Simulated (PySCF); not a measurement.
Correlation energy of Se⁻ (selenium, charge -1)

[Ar] 3d10 4s2 4p5, 2P determinant. Computed with PySCF 2.14 in def2-TZVPPD (7s6p5d1f, 57 functions), with the non-relativistic Hamiltonian (point nucleus). Frozen: [Ar] 3d10; 7 electrons correlated.

MP2 pair energies summed by pair of shells (mhartree):

```tsv
pair	energy	share (%)
4p-4p	-78.02	59.1
4s-4p	-45.35	34.4
4s-4s	-8.61	6.5
```

Total MP2 correlation energy: -131.98 mhartree.

Same-spin part -30.28 and opposite-spin part -101.70 mhartree; SCS-MP2 scales them by 1/3 and 6/5 to -132.13 mhartree.
